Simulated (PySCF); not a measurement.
OPb, SMILES [O]=[Pb] (connectivity only; charge and spin as stated), neutral, multiplicity 1.

Geometry: B3LYP-D3(BJ)/def2-TZVP. The def2 effective core potentials stand for the cores of Pb; spin–orbit coupling is left out.

Two levels are set side by side: TDA-PBE/def2-TZVPD (PySCF) and TDA-ωB97X/def2-TZVPD (PySCF). Vertical, same geometry. The lowest singlet is HOMO−2→LUMO+1 50 %, HOMO−1→LUMO 50 % with PBE and HOMO−1→LUMO 48 %, HOMO−2→LUMO+1 48 % with the other functional; states are paired by order. Differences are taken from unrounded values.

| quantity | TDA-ωB97X |
|---|---|
| lowest singlet excitation (eV) | 3.40 |
| lowest triplet excitation (TDA) (eV) | 2.91 |
| first bright state (f over 0.05) (eV) | 6.38 |
| its oscillator strength | 0.06 |

Task: What does TDA-PBE give, and how far is it from TDA-ωB97X? (The exact figures need the calculation; the answer reports its results.)

Result: 
| quantity | TDA-PBE | TDA-PBE minus TDA-ωB97X |
|---|---|---|
| lowest singlet excitation (eV) | 3.30 | -0.10 |
| lowest triplet excitation (TDA) (eV) | 2.54 | -0.37 |
| first bright state (f over 0.05) (eV) | 6.22 | -0.16 |
| its oscillator strength | 0.09 | 0.04 |

Rough cost on one machine, each run with all the roots and properties that it gave: TDA-ωB97X against TDA-PBE about 3 times.
